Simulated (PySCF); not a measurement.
Xe (xenon, neutral): UHF calculation

Configuration: [Xe], closed-shell 1S. All numbers are calculated (PySCF 2.14, scalar relativity by spin-free X2C-1e, in x2c-TZVPall).

```json
{
  "Total energy": "-7443.465191 hartree",
  "One-electron energy": "-10196.5094 hartree",
  "Hartree (Coulomb) energy": "2939.0001 hartree",
  "Exchange energy": "-185.9559 hartree",
  "⟨S²⟩": "0.0000",
  "⟨L²⟩": "0.000",
  "Sum of ⟨r⟩": "38.61 bohr",
  "Sum of ⟨r²⟩": "61.33 bohr²",
  "Langevin diamagnetic susceptibility": "-48.6 ×10⁻⁶ cm³/mol",
  "Time after the integrals": "0.17 s of wall time on 1 thread of Neoverse-V2 (shared host)"
}
```

```csv
shell,electrons,mean orbital energy (eV),"rms radius, mean of both spins (bohr)"
1s,2,-34725.5,0.0305
2s,2,-5505.9,0.124
2p,6,-4937.4,0.111
3s,2,-1169.8,0.326
3p,6,-981.34,0.326
3d,10,-700.22,0.304
4s,2,-229.30,0.762
4p,6,-166.92,0.815
4d,10,-72.587,0.945
5s,2,-27.508,2.02
5p,6,-12.435,2.49
```

Densities and radii are taken from the X2C orbitals without a picture-change correction, which distorts them close to the nucleus.
